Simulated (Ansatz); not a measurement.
`FC1=C[NH][AlH][O]1`. The species carries charge 0 and has multiplicity 1.

```xyz
9

F     0.605    0.179   -2.479
C     0.266    0.161   -1.197
C     0.409   -0.886   -0.375
N    -0.035   -0.629    0.943
Al   -0.620    1.048    0.952
O    -0.252    1.298   -0.739
H     0.819   -1.841   -0.665
H     0.053   -1.386    1.594
H    -1.244    2.057    1.967
```

Q: What are the harmonic wavenumbers in cm⁻¹ at PBE0-D4/def2-TZVP (Ansatz, finite differences of forces, unscaled)? (Estimate.)

A: Computed: 206, 351, 403, 407, 445, 454, 562, 622, 626, 748, 802, 810, 981, 1092, 1237, 1321, 1373, 1730, 2026, 3260, 3702.

Q: Is this a minimum?

A: Yes, all 21 modes are real.

Q: Give the ideal-gas thermochemistry at 298.15 K and 1 bar (rigid rotor, harmonic oscillator; point group Cs, symmetry number 1).

A: Zero-point energy 138.5 kJ/mol; H(298) − E = 156.0 kJ/mol; entropy 315.9 J/(mol·K), of which translation 166.7, rotation 111.7, vibration 37.5; G(298) − E = 61.8 kJ/mol.
